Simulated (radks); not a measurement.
The numbers below are computed, except where a source is named.
Isoelectronic series with 57 electrons, all held in the configuration [Xe] 5d1 6s2, which need not be the ground one along the series. Level of theory: Dirac Kohn-Sham, PBE, spin-unpolarised, spherical densities, finite nucleus; open shells fill j = l - 1/2 first; Fermi nuclear charge, rms radius of each element as measured or else 0.836 A^(1/3) + 0.57 fm (a radial shooting solver on a logarithmic mesh with Libxc functionals). Total energies (hartree) and orbital eigenvalues (hartree):

ion    E (hartree)      5d3/2      6s1/2      5p3/2      5p1/2
La      -8497.1360   -0.11657   -0.13467   -0.79301   -0.88508
Nd3+    -9625.8312   -1.25986   -0.97253   -2.26175   -2.42061
Eu6+   -10836.6745   -2.93590   -2.19520   -4.24271   -4.49281
Dy9+   -12131.3207   -5.05696   -3.74626   -6.65944   -7.02903
Tm12+  -13511.7598   -7.59398   -5.60759   -9.48731  -10.00963
Hf15+  -14980.1489  -10.53285   -7.77186  -12.71452  -13.42862
Re18+  -16539.1679  -13.86581  -10.23679  -16.33470  -17.28633
Pt21+  -18191.6248  -17.58847  -13.00300  -20.34443  -21.58693
Tl24+  -19940.8148  -21.69845  -16.07319  -24.74202  -26.33745

5d3/2 drops below 6s1/2 between La and Nd3+.
